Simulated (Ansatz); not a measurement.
Reaction (redistribution): `B/C=C/CCl` + `C[SiH2]O[SiH3]` → `BO[SiH2]C` + `[SiH3]/C=C\CCl`

Program: Ansatz. Geometries: PBE0-D4/def2-TZVP. ΔE: electronic, gas phase. CBS: MP2 limit from def2 TZ/QZ plus the TZ coupled-cluster correction, frozen cores. This one scheme is used for every species. Double bonds are as drawn, so ΔE can hold a change between cis and trans. Functionals use def2-TZVPP. One conformer a species, not always the lowest.

| level | ΔE (kcal/mol) |
| --- | --- |
| ωB97M-V | -1.3 |
| BHLYP | 1.3 |

**Question.** What does CCSD(T)/CBS give? (Best estimate.)

**Answer.** Ansatz gave: -0.8 kcal/mol. The listed levels differ from it by -0.5, 2.1 kcal/mol.

Largest T1 diagnostic among the species: 0.012.

From PBE to PBE0 (25 % exact exchange), in def2-TZVPP and without D4, ΔE moves by +1.3 kcal/mol. In def2-TZVPP, CCSD(T) changes the Hartree–Fock value by −4.7 kcal/mol (the triples alone add −0.7 kcal/mol) and MP2 by −4.1 kcal/mol. Leaving LDA and LC-ωPBE aside and taking each functional with its dispersion term where it has one, the values, not all of them listed here, spread over 4.1 kcal/mol, from PBE-D4 to BHLYP-D4. LDA lies −1.7 kcal/mol from PBE without D4.

CCSD(T)/CBS has its own doubt, a few kJ/mol and more with outer-core shells, so smaller differences from it don't rank the levels.
